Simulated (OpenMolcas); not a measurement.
**4d4 along the 40-electron sequence**

* Program: OpenMolcas
* Method: MS-CASPT2, IPEA 0.25 Eh, imaginary shift 0.1 Eh
* Basis: ANO-R2
* Scalar Hamiltonian: X2C, finite nucleus
* Spin-orbit coupling: state interaction with AMFI integrals over the reference wave functions, term energies averaged over their components

Active space for each ion: 4 electrons in 5 orbitals (4d); closed shells correlated by CASPT2: 4s 4p.

Computed levels in cm-1 above 5D0:

```json
{"Level": "5D1", "Nb+": "155", "Mo2+": "239", "Tc3+": "345", "Ru4+": "487", "Rh5+": "674", "Pd6+": "962", "Ag7+": "1244"}
{"Level": "5D2", "Nb+": "432", "Mo2+": "663", "Tc3+": "941", "Ru4+": "1302", "Rh5+": "1754", "Pd6+": "2410", "Ag7+": "3040"}
{"Level": "5D3", "Nb+": "798", "Mo2+": "1217", "Tc3+": "1706", "Ru4+": "2320", "Rh5+": "3060", "Pd6+": "4090", "Ag7+": "5060"}
{"Level": "5D4", "Nb+": "1226", "Mo2+": "1865", "Tc3+": "2590", "Ru4+": "3470", "Rh5+": "4500", "Pd6+": "5890", "Ag7+": "7170"}
{"Level": "3P0(1)", "Nb+": "8250", "Mo2+": "11960", "Tc3+": "14680", "Ru4+": "16750", "Rh5+": "18560", "Pd6+": "19990", "Ag7+": "21740"}
{"Level": "3P1(1)", "Nb+": "9020", "Mo2+": "13200", "Tc3+": "16450", "Ru4+": "19170", "Rh5+": "21720", "Pd6+": "24110", "Ag7+": "26740"}
{"Level": "3P2(1)", "Nb+": "10260", "Mo2+": "15060", "Tc3+": "18970", "Ru4+": "22420", "Rh5+": "25750", "Pd6+": "29040", "Ag7+": "32450"}
{"Level": "3H4", "Nb+": "10480", "Mo2+": "13520", "Tc3+": "16020", "Ru4+": "18190", "Rh5+": "20230", "Pd6+": "22030", "Ag7+": "24080"}
{"Level": "3H5", "Nb+": "10840", "Mo2+": "14070", "Tc3+": "16830", "Ru4+": "19350", "Rh5+": "21830", "Pd6+": "24250", "Ag7+": "26880"}
{"Level": "weight of 5D in the lowest level (%)", "Nb+": "98", "Mo2+": "98", "Tc3+": "98", "Ru4+": "97", "Rh5+": "96", "Pd6+": "94", "Ag7+": "92"}
```

Mixed levels, with the weight of the term that names them: Pd6+ 3H4 (72 %), Ag7+ 3H4 (69 %).

Measured, with the error of the calculation in %. Measured levels: Nb+ from NIST Handbook of Basic Atomic Spectroscopic Data; Mo2+ from Sugar and Musgrove, J. Phys. Chem. Ref. Data 17, 155 (1988); Ag7+ from Atoms 5, 11 (2017), spectra Ag VII to Ag IX.

```tsv
Level	Nb+	Mo2+	Ag7+
5D1	159 (-2.7)	242 (-1.2)	1340 (-7.2)
5D2	438 (-1.4)	668 (-0.8)	3212 (-5.4)
5D3	801 (-0.5)	1224 (-0.5)	5292 (-4.4)
5D4	1225 (+0.1)	1872 (-0.4)	7443 (-3.6)
3P0(1)	5562 (+48.4)	11149 (+7.3)	21309 (+2.0)
3P1(1)	6192 (+45.7)	12510 (+5.5)	26526 (+0.8)
3P2(1)	7261 (+41.3)	14358 (+4.9)	32134 (+1.0)
3H4		12680 (+6.6)	23302 (+3.4)
3H5		13276 (+6.0)	26250 (+2.4)
```

The fine-structure level 5D4 changes by a factor of 5.85 from Nb+ to Ag7+. Its fourth root runs 5.92, 6.57, 7.13, 7.68, 8.19, 8.76, 9.20, with steps per unit of Z of 0.65, 0.56, 0.54, 0.52, 0.57, 0.44; equal steps would mean a (Z - σ)^4 law with constant σ.

3P0(1) changes by a factor of 2.64 over the same range, with steps per unit of Z of +3710, +2720, +2070, +1810, +1430, +1750 cm-1.

CASPT2 does not keep the components of a term degenerate, so their means are used; among the terms shown or strongly mixed into the levels shown the widest spread is 470 cm-1 (4d4 3H, Tc3+). Some high roots are left out of the spin-orbit mixing, which shifts the levels that they would mix with (holds for Nb+). Configurations with an s electron lie low at this charge and mix in, so terms can be misplaced (holds for Nb+). Some terms miss by over 15 % even with CASPT2, which points to a basis or an active space too small for the shells correlated (holds for Nb+). Levels of configurations with an s electron are missing; early in the row they begin among the upper levels of the d shell and mix with terms of their name (holds for Mo2+). The CASPT2 spread within a term exceeds the gap to the next term for 4d4 3P(1) and 4d4 3H, so the order of their levels is uncertain (holds for Mo2+). Computed and measured levels are paired by configuration, term and J; levels that our copy of the source lacks, or whose pairing is in doubt (as where it misses far off the trend of its configuration), stay unpaired and out of the deviations. Levels of configurations outside the active space are missing.

A number in round brackets counts repeated terms of one configuration in the order of the reference energies.
